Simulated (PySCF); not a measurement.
Si(H)(Cl)2(Et), C2H6Cl2Si, SMILES CC[SiH](Cl)Cl, CAM-B3LYP/def2-SVP optimised geometry.

```
11

Si     0.60    -0.28     0.00
Cl    -0.04     1.69     0.00
Cl    -0.04    -1.17    -1.75
C     -0.14    -1.17     1.46
C     -1.66    -1.20     1.50
H      2.08    -0.28     0.00
H      0.28    -2.19     1.45
H      0.27    -0.69     2.37
H     -2.08    -1.69     0.61
H     -2.03    -1.74     2.39
H     -2.08    -0.18     1.54
```

Density from CAM-B3LYP/def2-TZVP run with PySCF at that geometry.

Minimum of the electron density along straight lines between bonded atoms, close to the bond critical point (lines longer than 1.1 times the sum of covalent radii, or with two minima, are not listed):

| bond | length / Å | ρ at the minimum / e bohr⁻³ | ∇²ρ there / e bohr⁻⁵ | position (fraction from the first atom) |
|---|---|---|---|---|
| Si1–Cl2 | 2.067 | 0.099 | 0.19 | 0.36 |
| Si1–Cl3 | 2.067 | 0.099 | 0.19 | 0.36 |
| Si1–C4 | 1.862 | 0.131 | 0.14 | 0.39 |
| C4–C5 | 1.529 | 0.241 | -0.58 | 0.51 |
| Si1–H6 | 1.479 | 0.128 | 0.12 | 0.49 |
| C4–H7 | 1.104 | 0.268 | -0.88 | 0.64 |
| C4–H8 | 1.104 | 0.268 | -0.88 | 0.64 |
| C5–H9 | 1.100 | 0.274 | -0.93 | 0.64 |
| C5–H10 | 1.100 | 0.274 | -0.93 | 0.64 |
| C5–H11 | 1.100 | 0.274 | -0.93 | 0.64 |
